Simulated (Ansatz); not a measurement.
Consider the cleavage of the Si–Al bond: `[AlH2][SiH2][SiH3]` + CH₃OH → `CO[SiH2][SiH3]` + `[AlH3]`.

Program: Ansatz. Geometries: PBE0-D4/def2-TZVP. ΔE: electronic, gas phase. CBS: MP2 limit from def2 TZ/QZ plus the TZ coupled-cluster correction, frozen cores. This one scheme is used for every species. DFT in def2-TZVPP. One conformer a species, not always the lowest.

```csv
level,ΔE (kcal/mol)
BLYP-D4,-16.0
CAM-B3LYP-D4,-18.4
PBE,-9.9
PBE0,-11.2
LC-ωPBE,-14.1
HF/def2-SVP,-17.9
CCSD/def2-SVP,-14.2
SCS-MP2/def2-TZVPP,-18.5
```

Task: What does CCSD(T)/CBS give? (Best estimate.)

Result: Computed: -15.4 kcal/mol. The listed levels differ from it by -0.6, -3.0, 5.5, 4.2, 1.3, -2.5, 1.2, -3.1 kcal/mol.

Task: What do rigid-rotor, harmonic-oscillator terms from PBE0-D4/def2-TZVP frequencies (298.15 K, 1 bar) make of the CCSD(T)/CBS value? (An estimate is asked.)

Result: The calculation gave: ΔZPE = -2.2 kcal/mol, ΔH = -17.7 kcal/mol, ΔS = -29 J/(mol·K), ΔG = -15.7 kcal/mol.

Largest T1 diagnostic among the species: 0.013.

Leaving LDA and LC-ωPBE aside and taking each functional with its dispersion term where it has one, the values, not all of them listed here, spread over 8.3 kcal/mol, from CAM-B3LYP-D4 to PBE-D4. LDA lies −1.4 kcal/mol from PBE without D4. At CCSD(T), def2-SVP lies +1.5 kcal/mol from the extrapolated value and def2-TZVPP −0.0 kcal/mol. From PBE to PBE0 (25 % exact exchange), in def2-TZVPP and without D4, ΔE moves by −1.3 kcal/mol.
